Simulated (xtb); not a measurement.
H8NSi2 (SMILES [SiH3][NH2+][SiH3]), charge +1, singlet, from a rough starting geometry.

Here is a job for xtb.
```
$ xtb mol.xyz --gfn 2 --chrg 1 --opt vtight --json

# file mol.xyz
11

Si     1.54621485     0.58108754    -0.05034578
N      0.12766630    -0.66895070    -0.06928515
Si    -1.61186015    -0.13861081     0.10525090
H      2.73501459    -0.14937523    -0.18989923
H      1.18002771     1.59845616    -1.05997754
H      1.36743908     1.15640131     1.38009402
H      0.35980468    -1.33377480     0.55461110
H      0.18990828    -1.03441704    -1.02360566
H     -1.82824528     0.80847780    -1.01963989
H     -1.68368693     0.40215739     1.44222885
H     -2.39141488    -1.36413254    -0.08235142
```

Question: Estimate the total energy at the end of the optimisation that xtb with GFN2-xTB returns for this input.

Answer: -10.0842 Eh

Question: What is the computed HOMO-LUMO gap (GFN2-xTB)?

Answer: 5.45 eV
